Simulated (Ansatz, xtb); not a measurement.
Two isomers of C4H7BO2Se

Structure a: `OB(O)C1=C[Se]CC1`, a singlet. Structure b: `OB(O)[C@@H]1C=CC[Se]1`, a singlet. Both are isolated molecules in the gas phase, relaxed with B3LYP/def2-SVP; the shapes shown needn't be the lowest conformers.

a (Å):

```
atom    x (Å)    y (Å)    z (Å)
   C   0.0013  -0.5631  -0.1436
   C  -1.0451   0.0451   0.4533
   C   0.4972   1.7919  -0.8228
   C   0.7505   0.3101  -1.1392
   B   0.3443  -2.0622   0.1044
   O  -0.4220  -2.7794   0.9883
   O   1.4090  -2.5936  -0.5805
  Se  -1.3041   1.8800   0.0220
   H  -0.1672  -3.7012   1.1086
   H   1.5940  -3.5243  -0.4080
   H  -1.7392  -0.4413   1.1424
   H   1.2142   2.1827  -0.0856
   H   0.5111   2.4377  -1.7110
   H   0.3876   0.0728  -2.1581
   H   1.8313   0.0943  -1.1434
```

b (Å):

```csv
atom,x (Å),y (Å),z (Å)
C,0.7168,-1.3919,1.7733
C,1.4890,-0.1132,1.6324
C,1.5983,0.4807,0.4400
C,0.9501,-0.1491,-0.7602
B,-0.6166,-1.3311,2.6241
O,-1.1799,-0.1127,2.8787
O,-1.1276,-2.5231,3.0621
Se,0.1350,-1.8381,-0.1040
H,-2.0231,-0.1325,3.3468
H,-1.9735,-2.4738,3.5233
H,1.3591,-2.2184,2.1203
H,1.9404,0.3236,2.5301
H,2.1415,1.4236,0.3122
H,0.1683,0.4946,-1.1962
H,1.6770,-0.3808,-1.5562
```

**Question.** Estimate E(b) − E(a) at the level CCSD(T)/def2-SVP + ΔMP2/def2-TZVPP.

**Answer.** Calculated at CCSD(T)/def2-SVP + ΔMP2/def2-TZVPP: E(b) − E(a) = +0.143 eV, so structure a lies lower.

Level by level:

```csv
level,geometry,E(b) − E(a) (eV),departure from the last row (eV),"job, with rough time for the two"
GFN2-xTB,GFN2-xTB,+0.180,+0.037,"optimisation, 0.44 s"
HF/STO-3G,GFN2-xTB,+0.300,+0.157,"single point, 0.64 s"
r2SCAN-D4/def2-SVP,GFN2-xTB,+0.216,+0.074,"single point, 6.1 s"
B3LYP/def2-SVP,B3LYP/def2-SVP,+0.179,+0.036,"optimisation, 75 s"
HF/def2-SVP,B3LYP/def2-SVP,+0.105,−0.038,part of the CCSD(T) run
MP2/def2-SVP,B3LYP/def2-SVP,+0.156,+0.013,part of the CCSD(T) run
CCSD(T)/def2-SVP,B3LYP/def2-SVP,+0.134,−0.009,single point
CCSD(T)/def2-SVP + ΔMP2/def2-TZVPP,B3LYP/def2-SVP,+0.143,,"single point, 3.4 min"
```

As drawn, both hold the same kinds of bond in the same numbers.

The levels shown agree on the order. The largest departure from CCSD(T)/def2-SVP + ΔMP2/def2-TZVPP is that of HF/STO-3G, 0.157 eV. The last row adds to CCSD(T) the change of the MP2 difference between the two basis sets, here +0.009 eV.

With thermal terms from frequencies at re-optimised GFN2-xTB minima (ideal gas, soft modes damped towards free rotors, one conformer each, 298.15 K, 1 atm): on the last row, ΔE + ΔZPE = +0.118, ΔH = +0.121, ΔG = +0.115 eV.

The correlated steps freeze 16 core orbitals; the filled d shell of Se is correlated, in a basis made for valence electrons. Mirror images aren't counted in ΔG. Codes used: Ansatz 0.2.0, xtb 6.7.1; the last row on 4 threads of Arm Neoverse V1 on a shared host.
